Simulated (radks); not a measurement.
Values are calculated unless marked as measured or tabulated.
Task: The table gives one normalised radial function P(r) = r R(r) of Li+ in [He] (r in bohr). Code: a radial shooting solver on a logarithmic mesh with Libxc functionals. Model: non-relativistic Kohn-Sham, exchange-only LDA, spin-polarised, spherical densities, point nucleus.

r            P
0.02484  0.2112
0.02916  0.2447
0.03394  0.2808
0.03983  0.3238
0.04674  0.3722
0.05441  0.4235
0.06386  0.4833
0.07434  0.5454
0.08724  0.6161
0.1024   0.6915
0.1192   0.7663
0.1399   0.8466
0.1628   0.9221
0.1911   0.9975
0.2242   1.0648
0.261    1.1170
0.3063   1.1549
0.3595   1.1705
0.4185   1.1607
0.4911   1.1215
0.5717   1.0561
0.6709   0.9591
0.7873   0.8376
0.9166   0.7065
1.076    0.5614
1.262    0.4200
1.469    0.2988
1.724    0.1929
2.007    0.1167
2.356    0.0618

Which n and l does it have? It may be an empty orbital.

Result: n = 1, l = 0: the number of nodes gives n - l - 1 = 0, the rise at small r (about r^(l+1)) gives l, and the extent must fit the shell. The curve is that of 1s. 1s: eigenvalue -57.724 eV, 0 radial nodes, <r> = 0.588 bohr, 90 % of the charge inside 1.07 bohr.
